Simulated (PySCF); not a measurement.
All values below come from TPSSh-D3(BJ)/def2-TZVP // TPSS-D3(BJ)/def2-SVP in PySCF. Gas-phase values, no solvent. 

Reference species: [W(=O)2(Cl)2] (neutral, multiplicity 1).

```
Quantity          Value
-------------  --------
LUMO           -3.83 eV
HOMO–LUMO gap   5.01 eV
```

Changed species: [Mo(=O)2(Cl)2] (M = Mo, dioxo; the reference has M = W, dioxo).

**Question.** Predict the effect on the LUMO and HOMO–LUMO gap.

**Answer.** the LUMO decreases by 0.54 eV, to -4.37 eV; the HOMO–LUMO gap decreases by 0.29 eV, to 4.72 eV.
